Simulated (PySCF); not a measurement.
C₂H₇BF₂Si₂.
SMILES: `FB(F)[SiH]1C[SiH2]C1`

Computed with PySCF at B3LYP/def2-SVPD, non-relativistic, on one gas-phase PBE0-D3(BJ)/def2-SVP geometry that isn't relaxed in the solvent. The solvent is an IEF-PCM continuum (cavity from Bondi-type radii × 1.2), and excitations are vertical TDDFT with non-equilibrium linear response and a frozen core. Only the electrostatic response of the medium enters.

Gas-phase singlets (H = HOMO, L = LUMO):

| state | E (eV) | λ (nm) | f | leading configuration |
| --- | --- | --- | --- | --- |
| S1 | 5.209 | 238 | 0.011 | H→L 99% |
| S2 | 6.163 | 201 | 0.010 | H-2→L 98% |
| S3 | 6.222 | 199 | 0.096 | H-1→L 92% |
| S4 | 6.469 | 192 | 0.041 | H-3→L 90% |
| S5 | 6.684 | 186 | 0.001 | H→L+1 88% |

Problem. What are the lowest 5 singlets in acetone (ε = 20.49)?

Solution. 
```csv
state,E (eV),λ (nm),f,leading configuration,change by rank (eV)
S1,5.169,240,0.014,H→L 99%,-0.040
S2,6.120,203,0.128,H-1→L 93%,-0.043
S3,6.168,201,0.020,H-2→L 95%,-0.054
S4,6.370,195,0.048,H-3→L 93%,-0.099
S5,6.672,186,0.003,H→L+1 70%,-0.012
```

Problem. The ground-state energy changes by -0.095 eV from gas to acetone. By how much does the total energy of gas-phase S1 change?

Solution. E(S1) = E(S0) + excitation energy, so it changes by -0.095 − 0.040 = -0.135 eV: it is lowered more than the ground state, which is what a red shift means. This is the vertical state, with the slow part of the continuum still set for S0.

Problem. How do the frontier levels move from gas to acetone?

Solution. 
```tsv
orbital	gas (eV)	solvent (eV)	change (eV)
LUMO+2	0.17	0.31	+0.14
LUMO+1	-0.01	0.19	+0.20
LUMO	-1.46	-1.28	+0.18
HOMO	-7.62	-7.41	+0.21
HOMO-1	-8.45	-8.20	+0.25
HOMO-2	-8.62	-8.46	+0.16
HOMO-3	-8.82	-8.55	+0.27
```

The HOMO–LUMO gap goes from 6.16 to 6.13 eV.

Conformer computed: `[F:1][B:2]([F:3])[SiH:4]1[CH2:5][SiH2:6][CH2:7]1`: F1–B2–Si4–C5 144°.
